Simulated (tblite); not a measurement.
Compound: C2H10O2Si2.
Bonds: C1–O2, O2–Si3, Si3–O4, O4–Si5, Si5–C6. Hydrogens: H7, H8, H9 on C1; H10, H11 on Si3; H12, H13 on Si5; H14, H15, H16 on C6.

Computed with GFN2-xTB (tblite), gas phase: L-BFGS steps from a force-field or distance-geometry start until the largest atomic force falls under 0.01 eV/Å.

Step 43: E = -574.7448 eV
```
atom  x, y, z in Å  |  force x, y, z in eV/Å
C1     -3.1250    0.4813    0.7618    0.010  -0.009  -0.012
O2     -2.2413   -0.2485   -0.0318    0.034   0.003  -0.058
Si3    -0.9822   -1.2067    0.2781   -0.030  -0.039   0.034
O4      0.4285   -0.4335    0.0839   -0.059   0.034  -0.015
Si5     1.9437   -0.3206   -0.4924   -0.040  -0.039   0.006
C6      2.8049    1.1020    0.4282   -0.002  -0.001   0.010
H7     -4.0859   -0.0376    0.7992   -0.023  -0.040   0.008
H8     -2.7511    0.6029    1.7780    0.008   0.024   0.053
H9     -3.2786    1.4640    0.3138    0.036   0.049  -0.016
H10    -1.1240   -2.2224   -0.7519    0.007   0.001   0.005
H11    -0.9854   -1.6756    1.6650    0.050   0.028  -0.045
H12     1.8760   -0.0659   -1.9342   -0.037   0.009   0.014
H13     2.5491   -1.6304   -0.2360    0.085   0.018   0.005
H14     3.1803    1.8569   -0.2569   -0.024  -0.015  -0.029
H15     2.1260    1.5941    1.1182   -0.011   0.007   0.019
H16     3.6576    0.7491    1.0002   -0.005  -0.030   0.020
```

Step 44: E = -574.7462 eV
```
atom  x, y, z in Å  |  force x, y, z in eV/Å
C1     -3.1157    0.4872    0.7630    0.005  -0.002  -0.017
O2     -2.2304   -0.2369   -0.0330    0.063  -0.024  -0.048
Si3    -0.9840   -1.2124    0.2779   -0.025  -0.053   0.032
O4      0.4338   -0.4548    0.0754   -0.063   0.019  -0.013
Si5     1.9487   -0.3257   -0.4975   -0.035  -0.075  -0.012
C6      2.7912    1.1021    0.4309    0.009   0.012   0.027
H7     -4.0757   -0.0325    0.7967   -0.040  -0.048   0.012
H8     -2.7455    0.6081    1.7809    0.019   0.012   0.043
H9     -3.2685    1.4696    0.3161    0.021   0.078  -0.016
H10    -1.1368   -2.2369   -0.7447    0.010   0.030   0.032
H11    -0.9885   -1.6702    1.6697    0.048   0.029  -0.066
H12     1.8780   -0.0627   -1.9386   -0.033   0.004   0.028
H13     2.5705   -1.6325   -0.2498    0.057   0.063   0.003
H14     3.1662    1.8606   -0.2495   -0.032   0.003  -0.048
H15     2.1053    1.5877    1.1189   -0.016   0.004   0.007
H16     3.6439    0.7582    1.0072    0.012  -0.054   0.037
```

Step 45: E = -574.7482 eV
```
atom  x, y, z in Å  |  force x, y, z in eV/Å
C1     -3.1032    0.4916    0.7633   -0.003   0.009  -0.029
O2     -2.2174   -0.2245   -0.0393    0.040  -0.020  -0.026
Si3    -0.9862   -1.2166    0.2756   -0.022  -0.084   0.043
O4      0.4353   -0.4717    0.0665   -0.031   0.013  -0.011
Si5     1.9502   -0.3305   -0.5000   -0.015  -0.107  -0.047
C6      2.7759    1.1012    0.4343    0.030   0.015   0.026
H7     -4.0627   -0.0291    0.7945   -0.042  -0.048   0.013
H8     -2.7341    0.6096    1.7824    0.026  -0.003   0.026
H9     -3.2553    1.4752    0.3201    0.002   0.099  -0.013
H10    -1.1484   -2.2523   -0.7346    0.012   0.036   0.032
H11    -0.9913   -1.6596    1.6716    0.042   0.017  -0.057
H12     1.8740   -0.0594   -1.9395   -0.025   0.000   0.027
H13     2.5930   -1.6317   -0.2617    0.018   0.097   0.005
H14     3.1498    1.8613   -0.2437   -0.029   0.026  -0.062
H15     2.0853    1.5815    1.1199   -0.043   0.018   0.016
H16     3.6278    0.7641    1.0140    0.042  -0.071   0.057
```

Q: Estimate the geometry and energy of step 46. (The exact step hangs on the optimiser's Hessian estimate; all steps are aligned on step 45, rigid shifts and turns removed.)

A: E = -574.7500 eV, largest force 0.117 eV/Å
```
atom  x, y, z in Å  |  force x, y, z in eV/Å
C1     -3.0885    0.4990    0.7631   -0.014   0.024  -0.027
O2     -2.2005   -0.2088   -0.0451    0.040  -0.035   0.016
Si3    -0.9889   -1.2250    0.2755   -0.013  -0.037   0.007
O4      0.4399   -0.4972    0.0555   -0.018  -0.026  -0.015
Si5     1.9549   -0.3390   -0.5059   -0.001  -0.072  -0.038
C6      2.7574    1.1010    0.4390    0.020   0.004   0.031
H7     -4.0483   -0.0233    0.7914   -0.015  -0.032   0.010
H8     -2.7205    0.6131    1.7846    0.019  -0.016  -0.020
H9     -3.2403    1.4853    0.3244   -0.008   0.082   0.002
H10    -1.1680   -2.2716   -0.7210    0.019   0.040   0.032
H11    -0.9936   -1.6494    1.6751    0.034  -0.002  -0.024
H12     1.8732   -0.0553   -1.9423   -0.021  -0.006   0.019
H13     2.6247   -1.6304   -0.2805   -0.020   0.115   0.012
H14     3.1279    1.8661   -0.2362   -0.034   0.018  -0.044
H15     2.0544    1.5720    1.1203   -0.015   0.004  -0.011
H16     3.6088    0.7724    1.0254    0.029  -0.059   0.049
```

The energy changes by -0.0018 eV. The first-order estimate −F·Δx gives -0.0027 eV and the mean of the old and new forces, exact on a quadratic surface, -0.0018 eV. The step makes an angle of 84° with the force vector and moves no atom by more than 0.037 Å.

The cost below is that of the whole relaxation. On Intel Xeon Platinum 8488C, one thread (shared host), this took 1.2 s of wall time.
